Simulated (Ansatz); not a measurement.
This geometry of Cl3H4NOTi (10 atoms, charge 0, multiplicity 1) is a first-order saddle point.

All numbers below come from Ansatz, RKS PBE0/def2-SVP.

```xyz
10
Properties=species:S:1:pos:R:3
Ti 0.156 -0.279 0.120
N 0.229 -0.058 2.147
H -0.661 0.220 2.561
H 0.921 0.643 2.421
Cl 1.966 0.447 -0.822
Cl -1.236 1.426 -0.021
Cl -1.013 -1.699 -1.114
O 0.939 -1.963 1.037
H 0.540 -2.827 0.876
H 0.648 -1.378 1.934
```

(1) Which two structures does it join? (They come from a converged band through this point; their orientation in space is the band's.)

(2) How far does it lie above each of them?

Answers

(1) Bonds broken: O8–H10. Bonds formed: N2–H10.

Initial state:

```xyz
10
Properties=species:S:1:pos:R:3
Ti -0.059 -0.109 0.321
N -0.063 0.323 2.097
H -0.469 1.169 2.488
H 0.354 -0.288 2.794
Cl 1.923 0.065 -0.721
Cl -1.099 1.673 -0.393
Cl -1.470 -1.743 -0.294
O 1.022 -1.928 1.220
H 1.857 -1.954 0.728
H 0.494 -2.676 0.901
```

Final state:

```xyz
10
Properties=species:S:1:pos:R:3
Ti 0.041 -0.621 0.078
N 0.627 0.123 2.133
H -0.107 -0.099 2.807
H 0.779 1.132 2.148
Cl 2.032 0.207 -0.474
Cl -1.697 0.727 0.410
Cl -0.534 -1.479 -1.882
O 0.041 -2.153 0.973
H -0.182 -2.973 0.513
H 1.489 -0.333 2.434
```

(2) 14.0 kcal/mol above the first and 32.3 kcal/mol above the second. This is the barrier of this one path; another mechanism may lie lower. The orbitals stay closed-shell, which can raise the energy where a bond breaks towards radicals; this wasn't checked here.

Run time: 7.9 min on 4 threads of Arm Neoverse V1, on a shared host, peak memory 0.43 GiB.
